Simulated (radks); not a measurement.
Problem. The mean radii <r> (bohr) of the occupied orbitals of an atom or ion are listed with their occupations. Method: scalar-relativistic Kohn-Sham, PBE, spin-polarised, spherical densities, finite nucleus; Fermi nuclear charge, rms radius of each element as measured or else 0.836 A^(1/3) + 0.57 fm; computed with a radial shooting solver on a logarithmic mesh with Libxc functionals.

| orbital | occ. | <r> |
|---|---|---|
| 1s up | 1 | 0.04550 |
| 1s down | 1 | 0.04550 |
| 2s up | 1 | 0.2028 |
| 2s down | 1 | 0.2027 |
| 2p up | 3 | 0.1773 |
| 2p down | 3 | 0.1772 |
| 3s up | 1 | 0.5934 |
| 3s down | 1 | 0.5939 |
| 3p up | 3 | 0.6096 |
| 3p down | 3 | 0.6103 |
| 3d up | 5 | 0.6512 |
| 3d down | 4 | 0.6524 |
| 4s up | 1 | 1.835 |
| 4s down | 1 | 1.844 |
| 4p up | 3 | 2.308 |
| 4p down | 1 | 2.393 |

Name the element and its charge. Open shells, if any, are filled with parallel spins first.

Solution. Z = 33, arsenic, charge 0: As in [Ar] 3d9 4s2 4p4. The 1s radius gives Z: for a bare nucleus <r> = (2 gamma + 1)/(2Z) with gamma = sqrt(1 - (Z/c)^2), 0.04456 bohr for Z = 33, and screening makes it slightly larger (0.04550 here). The occupations add up to 33, and the charge is Z minus that.
